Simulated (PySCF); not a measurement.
## Gallium: highly charged ions in a basis for the neutral atom

Ga¹⁰⁺ [Ar] 3d3, Ga¹¹⁺ [Ar] 3d2. Calculation: PySCF 2.14, in cc-pVTZ-PP with ECP10MDF; a scalar-relativistic core potential. No spin-orbit coupling, so a gap to NIST mixes the basis error with missing relativistic terms.

Changed run: basis of the neutral atom used for a highly charged ion. This setting is unsound on purpose.

```tsv
species	method	sound run (hartree)	changed run (hartree)	converged
Ga¹⁰⁺	UHF	not run	-216.78471	yes
Ga¹⁰⁺	MN15	not run	-216.95325	yes
Ga¹⁰⁺	LDA	not run	-216.78796	yes
Ga¹¹⁺	UHF	not run	-206.15375	yes
Ga¹¹⁺	MN15	not run	-206.15585	yes
Ga¹¹⁺	LDA	not run	-206.11609	yes
```

Ionisation energy of Ga¹⁰⁺:

```
method  changed run (eV)  NIST (eV)
   UHF            289.28  280 ± 2.4
  MN15            293.81  280 ± 2.4
   LDA            290.40  280 ± 2.4
```

The contracted functions were made for the neutral atom and can be too rigid for a highly charged ion.
